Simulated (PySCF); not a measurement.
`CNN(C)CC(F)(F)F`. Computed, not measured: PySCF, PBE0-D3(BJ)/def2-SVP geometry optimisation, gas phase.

```
atom  x, y, z in Å
C1    -2.2731    0.3977    0.3876
N2    -1.2225    0.6873   -0.5586
N3    -0.0832   -0.0924   -0.3628
C4    -0.1190   -1.3838   -1.0047
C5     1.1338    0.6478   -0.5491
C6     2.1569    0.3568    0.5270
F7     1.7051    0.6622    1.7404
F8     3.2653    1.0760    0.3114
F9     2.5224   -0.9330    0.5487
H10   -3.1428    1.0312    0.1559
H11   -1.9263    0.6456    1.4013
H12   -2.6138   -0.6583    0.3951
H13   -1.5622    0.6019   -1.5213
H14    0.7765   -1.9620   -0.7415
H15   -0.9941   -1.9535   -0.6579
H16   -0.1684   -1.3063   -2.1146
H17    1.6262    0.4733   -1.5284
H18    0.8944    1.7163   -0.4792
```

Q: Which two atoms are farthest apart?

A: F8···H10, 6.41 Å; the next longest distance is 6.13 Å.

Q: Work out the bond lengths C1–N2, C1–H10, C1–H11, N2–N3, C4–H16, C5–C6, C5–H17, C6–F9 in Å.

A: For C1–N2 the difference vector is (1.0506, 0.2896, -0.9462) Å, of length 1.4432 Å. C1–N2 1.443; C1–H10 1.101; C1–H11 1.100; N2–N3 1.394; C4–H16 1.114; C5–C6 1.513; C5–H17 1.110; C6–F9 1.341 Å.

Q: Give the dihedral angles C5–N3–C4–H14, H10–C1–N2–N3, C5–N3–C4–H16.

A: C5–N3–C4–H14 51° (synclinal); H10–C1–N2–N3 -179° (antiperiplanar); C5–N3–C4–H16 -70° (synclinal). Dihedral signs follow IUPAC: positive where, seen along the central bond, the front bond turns clockwise onto the rear one.

Q: Where is the centre of mass (commonest isotopes), and what is the radius of gyration?

A: Mass 142.072 u; centre at (0.899, 0.158, 0.167) Å; Rg = √(Σ m r²/M) = 2.129 Å. As Ia + Ib + Ic = 2 Σ m r², the three principal moments sum to 1287.5 u·Å².

Q: What is the repulsion energy of the bare nuclei, Σ ZA·ZB/RAB?

A: 527.28 Eh over 153 pairs, with full nuclear charges and distances in bohr; the largest single term is 21.48 Eh (C6 with F7).

PBE0-D3(BJ)/def2-SVP frequencies: not computed here. One conformer, not necessarily the lowest.

On one thread, Arm Neoverse N1 (aarch64), shared host with 64 logical CPUs at a one-minute load of 61, this took 4.5 min of wall time and 0.80 GiB of memory at its peak. That covers the optimisation of the geometry.
